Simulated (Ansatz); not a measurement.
H3N, charge +1, doublet, at a GFN2-xTB geometry (a state made from the parent by changing its charge; the spin is typed, not shown lowest); BHLYP/def2-SVP (Ansatz, an electronic-structure program).

Ansatz was given this input:
Ansatz 0.2 input:
```yaml
crystal:
  periodic: [false, false, false]
  atoms:
    - {symbol: N, position_ang: [0.00000000, -0.00000000, 0.00000000]}
    - {symbol: H, position_ang: [0.01502573, 1.02772160, -0.01944823]}
    - {symbol: H, position_ang: [0.88265094, -0.52673581, 0.01709961]}
    - {symbol: H, position_ang: [-0.89767667, -0.50098579, 0.00234863]}
basis:
  gaussian:
    orbitals: def2-SVP
hamiltonian:
  xc: {name: BHLYP}
total_charge: 1
magnetization: {spin_polarized: true, initial_magnetization: 1}
```

### Question
Write the output that Ansatz gives for this input, abridged.

### Answer

```
Functional definition: BHLYP
302 factors; integrals over basis functions are off by at most 1.2e-3 eV
mean field evaluation 1: about -1522.8090 eV, gradient 3.2e1 eV
mean field evaluation 2: about -1524.8270 eV, gradient 2.3e1 eV
mean field evaluation 4: about -1526.9962 eV, gradient 1.8e-1 eV
mean field evaluation 8: about -1526.9948 eV, gradient 5.5e-4 eV
mean field -1526.99478135 eV, -56.1160231805 hartree, gradient 3.7e-5 eV, S^2 0.754776; 0 other end points of the search recorded, 0 dependent functions left out
reference -1526.99485332 eV, -56.1160258254 hartree; 5, 4 occupied and 24, 25 virtual orbitals, 302 factors
Total energy: -1526.99485332 eV, -56.1160258254 hartree
```
